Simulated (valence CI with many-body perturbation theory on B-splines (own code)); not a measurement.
## The 14-electron sequence from Sb37+ to Gd50+

Method: relativistic CI+MBPT: four valence electrons over a frozen Dirac-Fock core [Ne], radial functions for each j: 11 s, 11 p, 9 d, 7 f, 5 g, 2 h, 1 i, with the one-electron correlation potential Σ1, the two-electron term Σ2, the three-electron term Σ3, Breit, model QED; selected CI, second order for the rest (own B-spline code, finite nucleus). Basis and details of the method differ along the sequence, and some ions are missing.

Excitation energies in eV above the lowest level of each ion. Labels name the leading LS component, so a column can jump where levels mix; a blank means that no level of the computed list carries the label, and where several do, the lowest of them is shown. The ionisation energies from NIST are mostly theoretical or semi-empirical. By estimate, excited configurations hold to about 0.1 % in light ions and 0.5 % in heavy ones, terms of the ground configuration to 0.5 to 2 %, and small fine-structure intervals to 10 cm⁻¹ or more; near the neutral end and where shells cross, configurations can be misplaced by 0.1 to 0.6 eV.

```tsv
Ion	Lowest level	IE (eV)	IE, NIST (eV)	3s2 3p2 3P_1	3s2 3p2 3P_2	3s 3p3 3D°_1	3s2 3p 3d 3F°_3	3s 3p3 3D°_3	3s2 3p 3d 3P°_2	3s 3p3 1D°_2
Sb37+	3s2 3p2 3P_0	2569.6	2567 ± 4	55.35	120.9	166.8	222.7	205.9	222.1	234.4
Te38+	3s2 3p2 3P_0	2702	2700 ± 4	61.07	132.6	176.0	235.4	218.7	234.5	248.5
I39+	3s2 3p2 3P_0	2837.9	2836 ± 4	67.22	145.2	185.5		231.9	247.5	263.7
Xe40+	3s2 3p2 3P_0	2977.5	2975 ± 4	73.83	158.7	195.6	245.4	264.0	320.8	279.9
Cs41+	3s2 3p2 3P_0	3120.7	3118 ± 4	80.93	173.1	206.2	259.3	280.2	341.3	297.3
Ba42+	3s2 3p2 3P_0	3267.6	3266 ± 4	88.53	188.6	217.3	273.6	297.6	363.0	315.7
La43+	3s2 3p2 3P_0	3418.2	3416 ± 4	96.67	205.2	228.9	288.3	316.3	385.9	335.2
Ce44+	3s2 3p2 3P_0	3572.6	3570 ± 4	105.4	222.8	241.2	303.6	336.4	300.1	356.0
Pr45+	3s2 3p2 3P_0	3730.8	3729 ± 4	114.7	241.7	254.0	319.5	357.7	316.8	378.0
Nd46+	3s2 3p2 3P_0	3892.8	3891 ± 4	124.6	261.8	267.5	336.1	380.4	334.0	401.2
Pm47+	3s2 3p2 3P_0	4058.6	4056 ± 4	135.1	283.1	281.7	353.5	404.5	351.7	425.9
Sm48+	3s2 3p2 3P_0	4228.4	4227 ± 4	146.4	305.9	296.5	371.6	430.0	370.2	451.9
Eu49+	3s2 3p2 3P_0	4402.1	4400 ± 4	158.3	330.1	312.1	390.6	457.0	389.4	479.4
Gd50+	3s2 3p2 3P_0	4579.8	4578 ± 4	171.0	355.7	328.5	410.5	485.6	409.5	508.4
```

(1) Does the computed ground configuration or its J change in this range?

Shares of the ionisation energy in eV, for some of the ions:

```csv
Ion,Σ1,Σ2,Σ3,Breit,QED
Sb37+,0.978,-0.0251,-0.189,-2.49,0.0635
I39+,0.996,-0.0139,-0.193,-2.88,0.0643
Cs41+,1.01,-0.00250,-0.197,-3.32,0.0631
La43+,1.03,0.00918,-0.201,-3.79,0.0593
Pr45+,1.05,0.0213,-0.206,-4.32,0.0526
Pm47+,1.06,0.0338,-0.210,-4.89,0.0421
Eu49+,1.08,0.0468,-0.214,-5.52,0.0273
```

## Answers

(1) No, it stays 3s2 3p2 with J = 0; its leading component is 73 % 3P at the start and 70 % 3P at the end, where the leading jj configuration holds 99 %.
